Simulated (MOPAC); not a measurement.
Job for MOPAC: PM3 on BrH2Sb (SMILES [Br][SbH2]), a point of a bond scan (R = 3.055 Å).

```
PM3 1SCF PRECISE CHARGE=0 THREADS=1
BrH2Sb

Sb    -0.59846166 1    -0.60746259 1     0.54114695 1
H     -0.27151712 1    -1.97207194 1    -0.44922941 1
H     -1.98547823 1    -0.24328907 1    -0.40408288 1
Br     1.24352798 1     1.25963948 1    -1.02520706 1
```

Output:

```
*******************************************************************************
 **                                                                           **
 **                              MOPAC v23.2.5                                **
 **                                                                           **
 *******************************************************************************
 ** MOPAC's Digital Object Identifier: https://doi.org/10.5281/zenodo.6511958 **
 **                                                                           **
 ** Please cite the open-source release paper for use of this MOPAC version:  **
 ** J. E. Moussa and J. J. P. Stewart (2026)                                  **
 ** MOPAC: An open-source semiempirical molecular orbital program             **
 ** J. Open Source Softw., 11(119), 8025, https://doi.org/10.21105/joss.08025 **
 *******************************************************************************

                              PM3 CALCULATION RESULTS

 *******************************************************************************
 *  PM3        - The PM3 Hamiltonian to be used
 *
 *
 *
 *                 CHARGE ON SYSTEM = 0
 *
 *
 *
 *  PRECISE    - TIGHTER CRITERIA TO BE USED
 *  1SCF       - DO 1 SCF AND THEN STOP
 *  THREADS=1  - MULTI-THREADING NOT USED
 *  T=         - A TIME OF 172800.0 SECONDS REQUESTED
 *  DUMP=N     - RESTART FILE WRITTEN EVERY 7200.0 SECONDS REQUESTED
 *******************************************************************************
PM3 1SCF PRECISE CHARGE=0 THREADS=1
 BrH2Sb

   ATOM   CHEMICAL          X               Y               Z
  NUMBER   SYMBOL      (ANGSTROMS)     (ANGSTROMS)     (ANGSTROMS)

     1      Sb         -0.59846166  *  -0.60746259  *   0.54114695  *
     2       H         -0.27151712  *  -1.97207194  *  -0.44922941  *
     3       H         -1.98547823  *  -0.24328907  *  -0.40408288  *
     4      Br          1.24352798  *   1.25963948  *  -1.02520706  *



          CARTESIAN COORDINATES

    NO.       ATOM           X           Y           Z

     1        Sb         -0.5985     -0.6075      0.5411
     2         H         -0.2715     -1.9721     -0.4492
     3         H         -1.9855     -0.2433     -0.4041
     4        Br          1.2435      1.2596     -1.0252

  H: (PM3): J. J. P. STEWART, J. COMP. CHEM. 10, 209 (1989).
 Br: (PM3): J. J. P. STEWART, J. COMP. CHEM. 10, 209 (1989).
 Sb: (PM3): J. J. P. STEWART, J. COMP. CHEM. 12, 320-341 (1991).

           Empirical Formula: H2 Sb Br  =     4 atoms



      MOLECULAR POINT GROUP   :   Cs


      RHF CALCULATION, NO. OF DOUBLY OCCUPIED LEVELS = 7


 -------------------------------------------------------------------------------
 PM3 1SCF PRECISE CHARGE=0 THREADS=1
 BrH2Sb



     1SCF WAS SPECIFIED, SO BFGS WAS NOT USED
     SCF FIELD WAS ACHIEVED


                              PM3 CALCULATION
                                                       MOPAC v23.2.5 Linux




          FINAL HEAT OF FORMATION =         55.82898 KCAL/MOL =     233.58846 KJ/MOL


          COSMO AREA              =        115.49 SQUARE ANGSTROMS
          COSMO VOLUME            =        104.59 CUBIC ANGSTROMS

          IONIZATION POTENTIAL    =         10.243742 EV
          HOMO LUMO ENERGIES (EV) =        -10.244 -3.102
          NO. OF FILLED LEVELS    =          7
          MOLECULAR WEIGHT        =        203.6698         POINT GROUP:  Cs

          MOLECULAR DIMENSIONS (Angstroms)

            Atom       Atom       Distance
           Br     4    H     2     3.61539
            H     3    H     2     2.29264
            H     3   Sb     1     1.08101


          SCF CALCULATIONS        =          1





   ATOM   CHEMICAL          X               Y               Z
  NUMBER   SYMBOL      (ANGSTROMS)     (ANGSTROMS)     (ANGSTROMS)

     1      Sb         -0.59846166  *  -0.60746259  *   0.54114695  *
     2       H         -0.27151712  *  -1.97207194  *  -0.44922941  *
     3       H         -1.98547823  *  -0.24328907  *  -0.40408288  *
     4      Br          1.24352798  *   1.25963948  *  -1.02520706  *

                             CARTESIAN COORDINATES

   1   Sb       -0.598461660    -0.607462590     0.541146950
   2    H       -0.271517120    -1.972071940    -0.449229410
   3    H       -1.985478230    -0.243289070    -0.404082880
   4   Br        1.243527980     1.259639480    -1.025207060


           Empirical Formula: H2 Sb Br  =     4 atoms



      MOLECULAR POINT GROUP   :   Cs


                  EIGENVALUES
 -37.14759 -17.41467 -12.83627 -12.17388 -10.44493 -10.27227 -10.24374  -3.10221
  -0.86962  -0.84948


              NET ATOMIC CHARGES AND DIPOLE CONTRIBUTIONS

  ATOM NO.   TYPE          CHARGE      No. of ELECS.   s-Pop       p-Pop
    1         Sb           0.625886        4.3741     1.94080     2.43332
    2          H          -0.104926        1.1049     1.10493
    3          H          -0.104926        1.1049     1.10493
    4         Br          -0.416035        7.4160     1.98797     5.42807
 DIPOLE           X         Y         Z       TOTAL
 POINT-CHG.    -3.147    -3.227     4.106     6.097
 HYBRID        -0.523    -0.476    -1.600     1.749
 SUM           -3.669    -3.703     2.506     5.784


          ATOMIC ORBITAL ELECTRON POPULATIONS

     Atom    s        px        py        pz
    1 Sb   1.94080   0.77482   0.77037   0.88812
    2  H   1.10493
    3  H   1.10493
    4 Br   1.98797   1.79056   1.78497   1.85254

 **********************
 *                    *
 * JOB ENDED NORMALLY *
 *                    *
 **********************




 == MOPAC DONE ==
```

The run finished.

Cost: about 0.04 core-seconds (a rough figure).
